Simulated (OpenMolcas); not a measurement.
**Multiplet structure of Si³⁺**

```yaml
Program: OpenMolcas 26.06
Method: "SS-CASPT2, IPEA 0.25 Eh, imaginary shift 0.1 Eh (closed shells correlated: 2s 2p)"
Basis: ANO-RCC-VQZP [6s5p3d2f1g]
Scalar_Hamiltonian: DKH2, point nucleus
Active_space: 1 electron in 4 orbitals (3s 3p)
State_averaging: 2S+1 = 2 even, 1 root; 2S+1 = 2 odd, 3 roots
Spin-orbit_coupling: state interaction with AMFI integrals over the reference wave functions, term energies averaged over their components
```

With spin-orbit coupling, above the lowest level:

```
Configuration  Term    J  E (cm-1)  Measured (cm-1)  Term weight %
           3s    2S  1/2       0.0              0.0            100
           3p   2P*  1/2     71057            71288            100
           3p   2P*  3/2     71439            71749            100
```

Against the 2 measured excited levels shown (NIST levels in Kelleher and Podobedova, J. Phys. Chem. Ref. Data 37, 1285 (2008)) the mean absolute deviation is 270 cm-1; the largest miss in energy is 3p 2P* 3/2: computed 71439, measured 71749 cm-1 (-0.4 %).

With one active electron, CASPT2 adds the correlation within the correlated inactive shells and between them and that electron, and leaves the splitting within a term as the reference gives it. Measured partners are found by configuration, term and J. A level has none where our copy of the source lacks it or the pairing is in doubt (some pairs that miss far off the trend of their configuration count as doubtful), and it then counts in no deviation. Levels of configurations outside the active space are missing.

The term weight is that of the spin-free term in the level, not the purity of its configuration. * marks odd parity.
